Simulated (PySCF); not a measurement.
# Electronic structure of Nb³⁺ (niobium, charge +3) at the UHF level

Configuration: [Kr] 4d2, high-spin 3F determinant. All numbers are calculated (PySCF 2.14, scalar relativity by spin-free X2C-1e, in x2c-TZVPall (8s6p6d1f, 63 functions)).

- Total energy: -3815.642234 hartree
- One-electron energy: -5224.7918 hartree
- Hartree (Coulomb) energy: 1526.2250 hartree
- Exchange energy: -117.0754 hartree
- ⟨S²⟩: 2.0035
- ⟨L²⟩: 12.044
- Sum of ⟨r⟩: 22.46 bohr
- Sum of ⟨r²⟩: 25.22 bohr²
- Langevin diamagnetic susceptibility: -20.0 ×10⁻⁶ cm³/mol
- Time after the integrals: 0.3 s of wall time on 1 thread of Neoverse-V2 (shared host)

```json
{"shell": "1s β", "electrons": "1", "mean orbital energy (eV)": "-19118.6", "spread (eV)": "0", "rms radius, mean of both spins (bohr)": "0.0415"}
{"shell": "1s α", "electrons": "1", "mean orbital energy (eV)": "-19118.6", "spread (eV)": "0", "rms radius, mean of both spins (bohr)": "0.0415"}
{"shell": "2s α", "electrons": "1", "mean orbital energy (eV)": "-2775.4", "spread (eV)": "0", "rms radius, mean of both spins (bohr)": "0.171"}
{"shell": "2s β", "electrons": "1", "mean orbital energy (eV)": "-2775.0", "spread (eV)": "0", "rms radius, mean of both spins (bohr)": "0.171"}
{"shell": "2p α", "electrons": "3", "mean orbital energy (eV)": "-2476.1", "spread (eV)": "0", "rms radius, mean of both spins (bohr)": "0.152"}
{"shell": "2p β", "electrons": "3", "mean orbital energy (eV)": "-2475.7", "spread (eV)": "0", "rms radius, mean of both spins (bohr)": "0.152"}
{"shell": "3s α", "electrons": "1", "mean orbital energy (eV)": "-521.32", "spread (eV)": "0", "rms radius, mean of both spins (bohr)": "0.471"}
{"shell": "3s β", "electrons": "1", "mean orbital energy (eV)": "-521.11", "spread (eV)": "0", "rms radius, mean of both spins (bohr)": "0.471"}
{"shell": "3p α", "electrons": "3", "mean orbital energy (eV)": "-420.61", "spread (eV)": "0", "rms radius, mean of both spins (bohr)": "0.478"}
{"shell": "3p β", "electrons": "3", "mean orbital energy (eV)": "-420.34", "spread (eV)": "0", "rms radius, mean of both spins (bohr)": "0.478"}
{"shell": "3d α", "electrons": "5", "mean orbital energy (eV)": "-255.65", "spread (eV)": "0.982", "rms radius, mean of both spins (bohr)": "0.473"}
{"shell": "3d β", "electrons": "5", "mean orbital energy (eV)": "-255.00", "spread (eV)": "0.220", "rms radius, mean of both spins (bohr)": "0.473"}
{"shell": "4s α", "electrons": "1", "mean orbital energy (eV)": "-104.65", "spread (eV)": "0", "rms radius, mean of both spins (bohr)": "1.23"}
{"shell": "4s β", "electrons": "1", "mean orbital energy (eV)": "-101.97", "spread (eV)": "0", "rms radius, mean of both spins (bohr)": "1.23"}
{"shell": "4p α", "electrons": "3", "mean orbital energy (eV)": "-75.341", "spread (eV)": "0", "rms radius, mean of both spins (bohr)": "1.37"}
{"shell": "4p β", "electrons": "3", "mean orbital energy (eV)": "-71.686", "spread (eV)": "0", "rms radius, mean of both spins (bohr)": "1.37"}
{"shell": "4d α", "electrons": "2", "mean orbital energy (eV)": "-37.451", "spread (eV)": "0", "rms radius, mean of both spins (bohr)": "1.84"}
```

Densities and radii are taken from the X2C orbitals without a picture-change correction, which distorts them close to the nucleus.
